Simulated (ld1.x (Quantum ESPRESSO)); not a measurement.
## An all-electron radial function and its pseudo partner (Cu (Z = 29))

Columns: radius, all-electron u(r) and pseudo u(r) of the 3d shell (level -48.91 eV) of copper in the configuration [Ne] 3s2 3p6 3d8 4s0 4p0; PBE, scalar-relativistic, RRKJ scheme, ld1.x (Quantum ESPRESSO) 7.5.

```tsv
r (bohr)	all-electron	pseudo
0.065	0.0422	0.0059
0.130	0.1977	0.0449
0.195	0.4098	0.1397
0.260	0.6183	0.2952
0.325	0.7914	0.4975
0.390	0.9192	0.7179
0.455	1.0028	0.9217
0.520	1.0478	1.0788
0.585	1.0616	1.1704
0.650	1.0523	1.1943
0.715	1.0264	1.1617
0.780	0.9893	1.0931
0.845	0.9452	1.0098
0.910	0.8968	0.9286
0.975	0.8465	0.8577
1.040	0.7956	0.7978
1.105	0.7452	0.7453
1.170	0.6960	0.6960
1.235	0.6485	0.6485
1.300	0.6030	0.6030
1.365	0.5597	0.5597
1.430	0.5187	0.5187
1.495	0.4800	0.4800
1.560	0.4437	0.4437
1.625	0.4096	0.4096
1.690	0.3778	0.3778
```

(1) How many radial nodes do the two functions have?

(2) At about which radius was the pseudo-wave matched?

(3) Is the pseudo-wave norm-conserving?

Results:

(1) The all-electron 3d function has n − l − 1 = 0; the pseudo-wave has 0.

(2) 1.15 bohr, where the columns begin to agree (steps of 0.07 bohr).

(3) Yes: the RRKJ scheme keeps the norm inside the radius equal to the all-electron one, which fixes the energy derivative of the logarithmic derivative at the level.
